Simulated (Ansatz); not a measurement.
Mulliken charges of C$_{2}$H$_{4}$FInO, SMILES `C=C[O][InH][F]` from B3LYP/def2-TZVPP in Ansatz (PBE0-D4/def2-TZVP geometry).

```tsv
atom	x (Å)	y (Å)	z (Å)	charge (e)
C1	1.482	-0.231	-0.135	-0.258
C2	0.525	-1.115	0.123	0.056
O3	-0.798	-0.899	0.242	-0.467
In4	-1.760	0.825	0.069	0.928
F5	-0.575	2.323	-0.315	-0.486
H6	1.278	0.825	-0.285	0.105
H7	2.508	-0.569	-0.199	0.087
H8	0.766	-2.168	0.268	0.091
H9	-3.426	1.010	0.232	-0.057
```

Task: By hand: the dipole of these point charges (1 e Å = 4.8032 D).

Result: Σ q r = (-0.717, -0.164, 0.110) e Å, of length 0.744 e Å = 3.57 D.

Task: How does the dipole of the full density compare? (An estimate is asked.)

Result: Computed: (-0.527, -0.134, 0.083) e Å, 2.64 D; the point charges give 1.35 times that, at 1° from its direction.

Point charges leave out the atoms' own dipoles, such as those of lone pairs, and Mulliken's split depends on the basis, so the two needn't agree.

B3LYP here is the variant with VWN-RPA as its local correlation; programs differ in this.
